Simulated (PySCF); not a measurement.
CH5Si, SMILES [SiH3][CH2], multiplicity 2.

Coordinates come from a ωB97X-D3(BJ)/def2-TZVP optimisation. The isomer is the one that the SMILES or the coordinates give; other isomers of the formula were not compared.

Level of theory: ωB97X-D3(BJ)/def2-TZVP (PySCF).

Frequencies are harmonic and unscaled.

```json
[
 {"mode": "1", "ν (cm⁻¹)": "43", "IR (km/mol)": "0.0", "moving atoms (share of kinetic energy)": "H 100 %"},
 {"mode": "2", "ν (cm⁻¹)": "524", "IR (km/mol)": "8.6", "moving atoms (share of kinetic energy)": "H 97 %"},
 {"mode": "3", "ν (cm⁻¹)": "528", "IR (km/mol)": "5.1", "moving atoms (share of kinetic energy)": "H 93 %"},
 {"mode": "4", "ν (cm⁻¹)": "680", "IR (km/mol)": "90.1", "moving atoms (share of kinetic energy)": "H 71 %, C 21 %"},
 {"mode": "5", "ν (cm⁻¹)": "765", "IR (km/mol)": "14.2", "moving atoms (share of kinetic energy)": "C 56 %, Si 26 %, H 17 %"},
 {"mode": "6", "ν (cm⁻¹)": "846", "IR (km/mol)": "53.7", "moving atoms (share of kinetic energy)": "H 74 %, C 18 %, Si 8 %"},
 {"mode": "7", "ν (cm⁻¹)": "956", "IR (km/mol)": "88.5", "moving atoms (share of kinetic energy)": "H 95 %"},
 {"mode": "8", "ν (cm⁻¹)": "958", "IR (km/mol)": "181.6", "moving atoms (share of kinetic energy)": "H 92 %"},
 {"mode": "9", "ν (cm⁻¹)": "968", "IR (km/mol)": "45.6", "moving atoms (share of kinetic energy)": "H 97 %"},
 {"mode": "10", "ν (cm⁻¹)": "1412", "IR (km/mol)": "3.8", "moving atoms (share of kinetic energy)": "H 88 %, C 12 %"},
 {"mode": "11", "ν (cm⁻¹)": "2217", "IR (km/mol)": "117.3", "moving atoms (share of kinetic energy)": "H 96 %"},
 {"mode": "12", "ν (cm⁻¹)": "2246", "IR (km/mol)": "73.1", "moving atoms (share of kinetic energy)": "H 98 %"},
 {"mode": "13", "ν (cm⁻¹)": "2247", "IR (km/mol)": "133.9", "moving atoms (share of kinetic energy)": "H 96 %"},
 {"mode": "14", "ν (cm⁻¹)": "3159", "IR (km/mol)": "3.2", "moving atoms (share of kinetic energy)": "H 95 %"},
 {"mode": "15", "ν (cm⁻¹)": "3251", "IR (km/mol)": "1.7", "moving atoms (share of kinetic energy)": "H 90 %, C 10 %"}
]
```
